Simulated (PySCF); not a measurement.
silolane (C4H10Si), SMILES C1CC[SiH2]C1.

Geometry optimised at PBE-D3(BJ)/def2-SVP. Other conformers were not sampled.

Computed with PBE-D3(BJ)/def2-SVP in PySCF.

Frequencies are harmonic and unscaled.

Computed normal modes with their intensities:
```tsv
mode	ν (cm⁻¹)	IR (km/mol)	moving atoms (share of kinetic energy)
1	106	0.6	H 55 %, C 37 %
2	266	0.0	H 59 %, C 40 %
3	402	4.2	C 40 %, Si 34 %, H 27 %
4	440	2.2	H 80 %, C 16 %
5	510	13.9	H 57 %, C 32 %, Si 11 %
6	553	5.0	H 78 %, Si 12 %, C 10 %
7	637	4.9	C 43 %, H 37 %, Si 20 %
8	662	2.3	C 54 %, H 32 %, Si 14 %
9	734	70.2	H 73 %, C 16 %, Si 10 %
10	748	3.0	H 73 %, C 27 %
11	814	59.9	H 65 %, C 26 %, Si 9 %
12	853	0.2	C 64 %, H 36 %
13	870	40.0	H 51 %, C 43 %
14	920	26.9	H 85 %, C 14 %
15	929	61.9	H 90 %
16	939	3.1	H 56 %, C 44 %
17	1013	7.3	H 97 %
18	1024	0.0	H 66 %, C 34 %
19	1062	29.3	C 50 %, H 49 %
20	1127	0.5	H 53 %, C 47 %
21	1174	0.7	H 66 %, C 34 %
22	1227	0.1	H 71 %, C 29 %
23	1229	0.0	H 84 %, C 16 %
24	1279	1.6	H 68 %, C 31 %
25	1300	3.3	H 72 %, C 28 %
26	1373	0.1	H 93 %
27	1376	11.9	H 91 %, C 9 %
28	1411	6.3	H 92 %
29	1422	0.6	H 90 %, C 10 %
30	2147	124.8	H 98 %
31	2151	125.0	H 96 %
32	2958	22.7	H 94 %
33	2961	32.1	H 95 %
34	2987	6.3	H 94 %
35	2987	13.6	H 94 %
36	3014	27.7	H 91 %, C 9 %
37	3019	34.8	H 91 %, C 9 %
38	3057	17.9	H 91 %, C 9 %
39	3057	0.5	H 91 %, C 9 %
```
